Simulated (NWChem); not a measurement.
Everything below was run with NWChem. System: FGa, charge 1, spin multiplicity 2, at the geometry of a parent with another charge or spin, in a state set for the comparison that need not be this species' ground state. Its SCF solution wasn't tested for a lower state. Level: UHF/def2-SVPD.

The NWChem input:

```
start mol
memory heap 200 mb stack 900 mb global 1100 mb
charge 1
geometry units angstroms nocenter noautoz
  Ga     0.000000     0.000000    -0.401861
  F      0.000000     0.000000     1.384188
  symmetry group C2v
end
basis spherical
  * library def2-svpd
end
scf
  uhf
  nopen 1
  maxiter 100
  thresh 1e-7
  semidirect memsize 60000000 filesize 0
  # guess.movecs holds the orbitals of an unrestricted PBE0 run
  vectors input guess.movecs output mol.movecs
end
task scf energy
```

Output (cleaned and shortened):

```
             Northwest Computational Chemistry Package (NWChem) 7.3.0
             --------------------------------------------------------

                                NWChem Input Module
                                -------------------

 Scaling coordinates for geometry "geometry" by  1.889725989
 (inverse scale =  0.529177249)

 Turning off AUTOSYM since
 SYMMETRY directive was detected!

                             Geometry "geometry" -> ""
                             -------------------------

 Output coordinates in angstroms (scale by  1.889725989 to convert to a.u.)

  No.       Tag          Charge          X              Y              Z
 ---- ---------------- ---------- -------------- -------------- --------------
    1 Ga                  31.0000     0.00000000     0.00000000    -0.40186100
    2 F                    9.0000     0.00000000     0.00000000     1.38418800

 Effective nuclear repulsion energy (a.u.)      82.6631590012

            Nuclear Dipole moment (a.u.)
            ----------------------------
        X                 Y               Z
 ---------------- ---------------- ----------------
     0.0000000000     0.0000000000     0.0000018897

      Symmetry information
      --------------------

 Group name             C2v
 Group number             16
 Group order               4
 No. of unique centers     2

      Symmetry unique atoms

     1    2


 Summary of "ao basis" -> "" (spherical)
 ------------------------------------------------------------------------------
       Tag                 Description            Shells   Functions and Types
 ---------------- ------------------------------  ------  ---------------------
 *                         def2-svpd                  on all atoms

 Summary of "ao basis" -> "ao basis" (spherical)
 ------------------------------------------------------------------------------
       Tag                 Description            Shells   Functions and Types
 ---------------- ------------------------------  ------  ---------------------
 Ga                        def2-svpd                14       38   6s4p4d
[...]
     4      0.600246  1 Ga s                  5      0.523127  1 Ga s
     3     -0.366178  1 Ga s                 45     -0.229092  2 F  pz
    48      0.185813  2 F  pz                15     -0.165783  1 Ga pz

 Vector   21  Occ=0.000000D+00  E=-1.745507D-01  Symmetry=b1
              MO Center= -3.8D-15, -2.9D-15, -5.9D-01, r^2= 3.9D+00
   Bfn.  Coefficient  Atom+Function         Bfn.  Coefficient  Atom+Function
  ----- ------------  ---------------      ----- ------------  ---------------
    16      0.829074  1 Ga px                13      0.363861  1 Ga px
    10     -0.197986  1 Ga px

 Vector   22  Occ=0.000000D+00  E=-1.745507D-01  Symmetry=b2
              MO Center= -2.1D-17,  1.6D-15, -5.9D-01, r^2= 3.9D+00
   Bfn.  Coefficient  Atom+Function         Bfn.  Coefficient  Atom+Function
  ----- ------------  ---------------      ----- ------------  ---------------
    17      0.829074  1 Ga py                14      0.363861  1 Ga py
    11     -0.197986  1 Ga py

 center of mass
 --------------
 x =   0.00000000 y =   0.00000000 z =  -0.03011542

 moments of inertia (a.u.)
 ------------------
         169.658136219195           0.000000000000           0.000000000000
           0.000000000000         169.658136219195           0.000000000000
           0.000000000000           0.000000000000           0.000000000000

  Mulliken analysis of the total density
  --------------------------------------

    Atom       Charge   Shell Charges
 -----------   ------   -------------------------------------------------------
    1 Ga  31    29.41   2.00  2.00  2.00  0.97  0.12 -0.00  6.00  5.98  0.30  0.03  8.15  1.81  0.07 -0.01
    2 F    9     9.59   1.99  1.13  0.84 -0.00  3.27  2.18  0.16  0.00  0.02

  Mulliken analysis of the alpha density
  --------------------------------------

    Atom       Charge   Shell Charges
 -----------   ------   -------------------------------------------------------
    1 Ga  31    15.15   1.00  1.00  1.00  0.78  0.14 -0.01  3.00  2.99  0.21  0.03  4.06  0.91  0.04 -0.00
    2 F    9     4.85   1.00  0.57  0.42 -0.01  1.71  1.10  0.06  0.00  0.01

   Mulliken analysis of the beta density
   -------------------------------------

    Atom       Charge   Shell Charges
 -----------   ------   -------------------------------------------------------
    1 Ga  31    14.26   1.00  1.00  1.00  0.19 -0.02  0.01  3.00  2.99  0.09 -0.00  4.09  0.89  0.03 -0.00
    2 F    9     4.74   1.00  0.56  0.42  0.00  1.56  1.08  0.10  0.00  0.01

   Mulliken analysis of the spin density
   -------------------------------------

    Atom       Charge   Shell Charges
 -----------   ------   -------------------------------------------------------
    1 Ga  31     0.89   0.00  0.00  0.00  0.60  0.17 -0.02  0.00 -0.00  0.12  0.03 -0.02  0.02  0.00  0.00
    2 F    9     0.11  -0.00  0.01 -0.01 -0.01  0.14  0.02 -0.04 -0.00 -0.00

       Multipole analysis of the density wrt the origin
       ------------------------------------------------

     L   x y z        total         alpha         beta         nuclear
     -   - - -        -----         -----         ----         -------
     0   0 0 0      1.000000    -20.000000    -19.000000     40.000000

     1   1 0 0      0.000000      0.000000      0.000000      0.000000
     1   0 1 0      0.000000      0.000000      0.000000      0.000000
     1   0 0 1     -1.929880     -0.284082     -1.645800      0.000002

     2   2 0 0    -11.025279     -6.372515     -4.652764      0.000000
     2   1 1 0     -0.000000     -0.000000     -0.000000      0.000000
     2   1 0 1     -0.000000     -0.000000      0.000000      0.000000
     2   0 2 0    -11.025279     -6.372515     -4.652764      0.000000
     2   0 1 1     -0.000000     -0.000000      0.000000      0.000000
     2   0 0 2    -13.772469    -49.366703    -43.862118     79.456352

 Task  times  cpu:        0.7s     wall:        0.7s

 Total times  cpu:        0.8s     wall:        0.8s
```
